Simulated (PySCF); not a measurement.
Geometries of 2 isomers of C6H5F3O, from PySCF 2.14.0, PBE0-D3(BJ)/def2-SVP geometry optimisation, gas phase. One conformer each, no zero-point energy, no frequencies.

Question: Which isomer lies lower at this level?
A.
```xyz
15
angstrom
C      3.274   -0.174    0.503
C      2.042    0.241    0.209
C      1.027    1.278    0.065
C      0.696    0.022   -0.191
O     -0.194   -0.869   -0.571
C     -1.475   -0.377   -0.891
C     -2.379   -0.348    0.326
F     -1.926    0.496    1.252
F     -2.489   -1.549    0.883
F     -3.595    0.056   -0.046
H      3.530   -1.232    0.438
H      4.044    0.534    0.813
H      0.766    2.329    0.154
H     -1.916   -1.061   -1.628
H     -1.425    0.637   -1.316
```
B.
```xyz
15
angstrom
C      2.548   -0.415    0.060
C      1.632    0.539    0.270
C      0.170    0.457    0.155
C     -0.578    1.551    0.418
C     -0.481   -0.822   -0.242
O      0.106   -1.853   -0.442
C     -2.027   -0.852   -0.419
F     -2.425    0.036   -1.333
F     -2.415   -2.049   -0.809
F     -2.648   -0.564    0.730
H      2.278   -1.426   -0.240
H      3.607   -0.180    0.191
H      1.982    1.534    0.570
H     -0.093    2.484    0.716
H     -1.665    1.563    0.354
```

Answer: B. That is `C=CC(=C)C(=O)C(F)(F)F`, 44.1 kcal/mol below the other.

| SMILES | atoms numbered as above | E (Eh) | relative (kcal/mol) | relative (kJ/mol) | dipole (D) |
| --- | --- | --- | --- | --- | --- |
| C=CC(=C)C(=O)C(F)(F)F | [CH2:1]=[CH:2][C:3](=[CH2:4])[C:5](=[O:6])[C:7]([F:8])([F:9])[F:10] | -605.27552 | 0.0 | 0.0 | 2.83 |
| C=C1C=C1OCC(F)(F)F | [CH2:1]=[C:2]1[CH:3]=[C:4]1[O:5][CH2:6][C:7]([F:8])([F:9])[F:10] | -605.20524 | 44.1 | 184.5 | 3.05 |

As drawn, the lower has a C=O bond, which the higher lacks; the higher has a three-membered ring, which the lower lacks.
